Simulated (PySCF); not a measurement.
Identify the compound

The spectra below were simulated for a compound C₂H₁₃NOSi₃.

¹H NMR (300 MHz, computed): δ 5.28 (t, 2H), 4.82 (s, 3H), 4.74 (t, 2H), 2.36 (s, 6H).

¹³C{¹H} NMR (computed): δ 41.7.

[PySCF: structure optimised with PBE0-D3(BJ)/def2-SVP; σ from GIAO-B97-2/pcSseg-1; relativity neglected; no solvent model; one computed conformer; fast rotation and ring inversion assumed for equivalent nuclei]

Scale: ¹H, ¹³C against TMS (reference shieldings calculated alike).

**Question.** Propose a structure and justify it.

**Answer.** 
1. The formula gives 0 degrees of unsaturation.
2. 1 carbon signal for 2 carbons: some carbons are equivalent by symmetry or fast rotation.
3. Carbon types of the structure: 2 × CH3, leaving 7 H on heteroatoms.
4. δC 41.7: methyl carbon bonded to N; pulled downfield by the heteroatom.
5. δH 5.28: hydrogen on a silicon bonded to O, Si.
6. δH 4.82: hydrogen on a silicon bonded to O.
7. δH 4.74: hydrogen on a silicon bonded to N, Si.
8. δH 2.36: hydrogen on a methyl carbon bonded to N; its carbon carries N, which withdraws density.

These data were computed for `[SiH3]O[SiH2][SiH2]N(C)C`.

This is the structure that produced the data.

Shifts are as computed. Against solution values, carbons near 30 ppm lie about +1 ppm off and those near 130 ppm about +2 ppm. Of 1309 compounds with measured shifts, 239 miss one by over three times the rms of a fit or turn the order of signals round; such compounds aren't used in these exercises. No couplings were computed; multiplicities are counted from neighbouring protons, with m where these are inequivalent, close in shift, in a saturated or five-membered ring or joined by F or P, and br s for small geminal =CH2 splittings.
